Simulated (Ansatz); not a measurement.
```yaml
crystal:
  periodic: [false, false, false]
  atoms:
    - {symbol: Si, position_ang: [-0.523353, 1.426629, -0.963151]}
    - {symbol: O, position_ang: [0.050810, 0.277864, 0.103058]}
    - {symbol: Si, position_ang: [0.303114, 0.289720, 1.753459]}
    - {symbol: In, position_ang: [0.272439, -1.981576, -0.909791]}
    - {symbol: H, position_ang: [-1.988889, 1.273698, -1.109729]}
    - {symbol: H, position_ang: [-0.204112, 2.764349, -0.404115]}
    - {symbol: H, position_ang: [0.165515, 1.215243, -2.254250]}
    - {symbol: H, position_ang: [-0.866249, -0.311064, 2.433857]}
    - {symbol: H, position_ang: [0.465225, 1.705215, 2.172042]}
    - {symbol: H, position_ang: [1.533653, -0.483866, 2.024430]}
    - {symbol: H, position_ang: [-1.027461, -1.661311, -2.008106]}
    - {symbol: H, position_ang: [-0.067944, -2.725264, 0.616918]}
    - {symbol: H, position_ang: [1.907652, -1.824435, -1.439820]}
basis:
  gaussian: {orbitals: def2-SVP, point_charges: [{charge: -1.00, position_ang: [5.471, 0.130, 0.464]}]}
hamiltonian: {xc: {name: B3LYP5}}
accuracy: high
output: {forces: true}
```

```sh
$ ansatz run in.yaml --threads 4 --pin off --events-out ev --progress --plain --max-ram 10444MiB
```

It prints (some lines left out):

```
Functional definition: B3LYP5
2913 factors; integrals over basis functions are off by at most 7.7e-9 eV
mean field evaluation 1: about -23109.1041 eV, gradient 4.7e1 eV
mean field evaluation 2: about -23100.2274 eV, gradient 8.4e1 eV
mean field evaluation 4: about -23113.1081 eV, gradient 1.8e0 eV
mean field evaluation 8: about -23113.2548 eV, gradient 2.0e-1 eV
mean field evaluation 16: about -23113.2549 eV, gradient 3.7e-6 eV
mean field -23113.25490952 eV, -849.3964511981 hartree, gradient 3.5e-8 eV, S^2 0.000000; 0 other end points of the search recorded, 0 dependent functions left out
reference -23113.25496050 eV, -849.3964530716 hartree; 33, 33 occupied and 88, 88 virtual orbitals, 2913 factors
Total energy: -23113.25496050 eV, -849.3964530716 hartree
Atom 0 at    -0.523353     1.426629    -0.963151 Å, force     0.079438     0.345233    -0.417879 eV/Å
Atom 1 at     0.050810     0.277864     0.103058 Å, force    -0.146642    -0.404552    -0.443605 eV/Å
Atom 2 at     0.303114     0.289720     1.753459 Å, force     0.688462    -0.112420     0.847256 eV/Å
Atom 3 at     0.272439    -1.981576    -0.909791 Å, force     0.401460     0.035633     0.008343 eV/Å
Atom 4 at    -1.988889     1.273698    -1.109729 Å, force    -0.189761     0.039947    -0.038852 eV/Å
Atom 5 at    -0.204112     2.764349    -0.404115 Å, force    -0.045483     0.137555     0.007617 eV/Å
Atom 6 at     0.165515     1.215243    -2.254250 Å, force    -0.027341     0.050304    -0.122573 eV/Å
Atom 7 at    -0.866249    -0.311064     2.433857 Å, force    -0.205346    -0.013467     0.089745 eV/Å
Atom 8 at     0.465225     1.705215     2.172042 Å, force    -0.086379     0.120921     0.057423 eV/Å
Atom 9 at     1.533653    -0.483866     2.024430 Å, force    -0.010704    -0.025179     0.072477 eV/Å
Atom 10 at    -1.027461    -1.661311    -2.008106 Å, force    -0.272583    -0.000633    -0.160556 eV/Å
Atom 11 at    -0.067944    -2.725264     0.616918 Å, force    -0.141876    -0.149432     0.148480 eV/Å
Atom 12 at     1.907652    -1.824435    -1.439820 Å, force     0.007417    -0.065249    -0.082439 eV/Å
Dipole moment:     0.259556     0.491179     0.243457 e Å
```

Hardware: 4 threads of an Intel Xeon on a shared host. Wall time 23 s, peak host memory 0.65 GiB.
